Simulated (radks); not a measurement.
Coulomb parameter of the 5d shell of neutral tungsten in the model configuration [Xe] 4f14 5d5 6s1, as a second difference U = [E(n + 0.25) + E(n - 0.25) - 2 E(n)] / (0.25)^2 with all orbitals relaxed. "Bare": the charge of the atom changes with n. "Screened": the 6s shell takes up the change at fixed total charge, which measures U(5d,5d) + U(6s,6s) - 2 U(5d,6s). All-electron calculation, Dirac Kohn-Sham, PBE, spin-unpolarised, spherical densities, point nucleus; open shells are shared between the two j in proportion to 2j + 1. Program: a radial shooting solver on a logarithmic mesh with Libxc functionals.

| case | configuration | E - E(n) (eV) |
|---|---|---|
| start | [Xe] 4f14 5d5 6s1 | 0.000 |
| bare +0.25 | [Xe] 4f14 5d5.25 6s1 | -0.616 |
| bare -0.25 | [Xe] 4f14 5d4.75 6s1 | 1.067 |
| screened +0.25 | [Xe] 4f14 5d5.25 6s0.75 | 0.470 |
| screened -0.25 | [Xe] 4f14 5d4.75 6s1.25 | -0.438 |

U(bare) = 7.221 eV, U(screened by 6s) = 0.516 eV. The step up makes a negative ion, whose loosely bound charge lowers the bare value.
